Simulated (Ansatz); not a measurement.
Molecule: C2H7GaO2, net charge 0, singlet state. 
Geometry from a B3LYP-D3(BJ)/def2-TZVP (Ansatz, a program for electronic structure) optimisation:
SMILES: C[O][GaH][O]C
```xyz
12

C      2.2942     0.8229     0.2625
O      1.6646    -0.3295    -0.2781
Ga    -0.0978    -0.5736    -0.2836
O     -0.9941     0.7850     0.4636
C     -2.4014     0.8417     0.5866
H      2.8751     1.3190    -0.5204
H      2.9809     0.5204     1.0585
H      1.5807     1.5420     0.6740
H     -0.7579    -1.8390    -0.8793
H     -2.7828     1.7237     0.0633
H     -2.6771     0.9251     1.6422
H     -2.9075    -0.0402     0.1744
```

Dipole moments at this geometry, in debye (magnitudes).

| level | program | dipole (D) |
|---|---|---|
| PBE/def2-TZVPD | Ansatz | 1.24 |
| B97M-V/def2-TZVPD | Ansatz | 1.23 |
| PBE0/def2-TZVPD | Ansatz | 1.37 |
| r2SCAN0/def2-TZVPD | Ansatz | 1.40 |
| CAM-B3LYP/def2-TZVPD | Ansatz | 1.45 |
| LC-wPBE/def2-TZVPD | Ansatz | 1.46 |
| wB97M-V/def2-TZVPD | Ansatz | 1.41 |
| wB97X-V/def2-TZVPD | Ansatz | 1.42 |
| CCSD(T)/aug-cc-pVDZ | Ansatz | 1.38 |
